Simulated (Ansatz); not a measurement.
**Energy profile**

The step: ZnH₂O₂ ([OH][Zn][OH]) + NH₃ → ZnNH₃O ([NH2][Zn][OH]) + H₂O; bonds formed: O2–H4; dative contacts that become bonds: Zn1–N5; bonds broken: Zn1–O2, H4–N5 (atoms numbered as in the saddle structure below).

```json
{"atom": "Zn1", "x (Å)": "-0.4699", "y (Å)": "0.0892", "z (Å)": "-0.6188"}
{"atom": "O2", "x (Å)": "1.4760", "y (Å)": "0.2321", "z (Å)": "0.0296"}
{"atom": "O3", "x (Å)": "-1.3124", "y (Å)": "0.6067", "z (Å)": "-2.1147"}
{"atom": "H4", "x (Å)": "0.8203", "y (Å)": "-0.2385", "z (Å)": "0.9119"}
{"atom": "N5", "x (Å)": "-0.3876", "y (Å)": "-0.7121", "z (Å)": "1.1672"}
{"atom": "H6", "x (Å)": "1.9995", "y (Å)": "1.0134", "z (Å)": "0.2119"}
{"atom": "H7", "x (Å)": "-0.7204", "y (Å)": "0.9997", "z (Å)": "-2.7586"}
{"atom": "H8", "x (Å)": "-0.4845", "y (Å)": "-1.7138", "z (Å)": "1.2645"}
{"atom": "H9", "x (Å)": "-0.9212", "y (Å)": "-0.2768", "z (Å)": "1.9072"}
```

Electronic energies by CCSD(T) at an estimated basis limit (MP2 extrapolated from triple and quadruple zeta, plus CCSD(T) − MP2 in triple zeta), on PBE0-D4/def2-TZVP structures; ZnNH5O2, closed shell; no counterpoise correction. Ansatz 0.2.0; basis: def2-TZVPP and def2-QZVPP; cores frozen in the correlated methods. The 3s and 3p shells of Cu and Zn are frozen; filled d shells are correlated. Extrapolation: Hartree–Fock as exp(−7.88 √X), correlation as X^−2.97.

Question: Give the profile in eV, counted from the separated reactants. (An estimate is asked for; the value comes from the calculation.)

Answer: The calculation gives:
```tsv
point	eV
separated: ZnH2O2 (linked as [OH][Zn][OH]; Zn1, O2, O3, H6, H7; singlet) + NH3 (H4, N5, H8, H9; singlet)	0.000
start structure	-0.871
saddle	0.030
end structure	-0.240
separated: ZnNH3O (linked as [NH2][Zn][OH]; Zn1, O3, N5, H7, H8, H9; singlet) + H2O (O2, H4, H6; singlet)	0.212
```

No T1 diagnostic of these runs exceeds 0.018.

For scale, one of the runs: CCSD(T)/def2-TZVPP, 227 basis functions, launched by `ansatz run in.yaml --threads 8 --pin off --events-out ev --progress --plain --max-ram 19148MiB`. Hardware: 8 CPU threads of an Arm Neoverse V1, shared host. Wall time 86 s; peak host memory 4 GiB.
